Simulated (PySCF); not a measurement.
[WSF5]2- (charge -2 and doublet state).
Bonds: W1–S2, W1–F3, W1–F4, W1–F5, W1–F6, W1–F7.

Method used: PBE0-D3(BJ)/def2-SVP geometry optimisation, gas phase, def2 core potentials past Kr in PySCF 2.14.0.

(1) What internal coordinates does the optimisation give?

Answers

(1) 
```csv
bond,length (Å)
W1–S2,2.232
W1–F3,1.979
W1–F4 and 3 like bonds,1.963
```

Bonds in one row agree within 0.01 Å and their mean is given. A selection of angles:
```csv
angle,degrees
S2–W1–F3,179.8
S2–W1–F4,97.3
F3–W1–F4,82.9
F4–W1–F5,165.5
F4–W1–F6,89.1
```

W1 (tungsten bonded to 5 F and S) is distorted octahedral (the three widest angles are 179.8°, 165.5° and 165.5°, the others run from 82.7° to 97.4°).

Point group: C4v (tolerance 0.08 Å). No frequency check. ⟨S²⟩ = 0.759 (exact for a doublet: 0.75). Whether so highly charged an anion holds all its electrons in the gas phase wasn't checked; a finite basis holds them in any case. No counter-ion or solvent screens the charge of this multiply charged ion.

For an open-shell metal species like this, the optimisation's SCF solution wasn't tested for stability and no frequencies at its level were run, so a lower state or another shape may exist.
